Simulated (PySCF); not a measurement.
Electron correlation in N³⁺ (nitrogen, charge +3)

[He] 2s2, closed-shell 1S. Computed with PySCF 2.14 in def2-TZVP (5s3p2d1f, 31 functions), with the non-relativistic Hamiltonian (point nucleus). Frozen: 1s2; 2 electrons correlated.

Total MP2 correlation energy: -49.24 mhartree.

Same-spin part 0.00 and opposite-spin part -49.24 mhartree; SCS-MP2 scales them by 1/3 and 6/5 to -59.09 mhartree.

With two correlated electrons CCSD is exact within the correlated space (frozen core and kept virtual orbitals).

```
level  correlation energy (mhartree)
 CCSD                         -85.44
```

Diagnostics: T1 = 0.0067, D1 = 0.0095, largest double amplitude 0.155.

A double-excitation amplitude exceeds 0.15, a sign of near-degeneracy.

Cost of the coupled-cluster step: 0.09 s of wall time on 1 thread of Neoverse-V2 (shared host), for 2 correlated electrons.
